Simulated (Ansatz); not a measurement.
C₂H₅FOSi (`C=C(F)[SiH2]O`). Charge 0, multiplicity 1. The structure was optimised at the PBE0-D4/def2-TZVP level. It is one conformer, not always the lowest.

```xyz
10

C     0.310   -1.357   -0.938
C     0.181   -0.870    0.285
F     0.468   -1.657    1.350
Si   -0.371    0.865    0.748
O    -0.510    1.789   -0.604
H     0.065   -0.729   -1.784
H     0.642   -2.374   -1.119
H    -1.710    0.823    1.376
H     0.628    1.413    1.704
H     0.297    2.098   -1.018
```

Q: What is the dipole moment at r2SCAN/def2-TZVPP? (An estimate is asked.)

A: Computed: 1.82 D, with components (0.99, 0.80, -1.29) D in this frame, pointing from negative to positive charge.

Q: And with PBE, B3LYP, ωB97M-V? (Estimate.)

A: The calculation gave: PBE 1.75 D, B3LYP 1.83 D, ωB97M-V 1.86 D.

Q: Give the Mulliken charges with r2SCAN, PBE, B3LYP in def2-TZVPP. (Estimate.)

A: The calculation gave: 
| atom | r2SCAN | PBE | B3LYP |
| --- | --- | --- | --- |
| C1 | -0.21 | -0.23 | -0.25 |
| C2 | 0.08 | 0.10 | 0.11 |
| F3 | -0.21 | -0.17 | -0.22 |
| Si4 | 0.52 | 0.40 | 0.49 |
| O5 | -0.42 | -0.36 | -0.40 |
| H6 | 0.09 | 0.10 | 0.11 |
| H7 | 0.10 | 0.10 | 0.12 |
| H8 | -0.07 | -0.06 | -0.07 |
| H9 | -0.09 | -0.07 | -0.08 |
| H10 | 0.20 | 0.19 | 0.19 |

B3LYP here is the variant with VWN-RPA as its local correlation; programs differ in this.
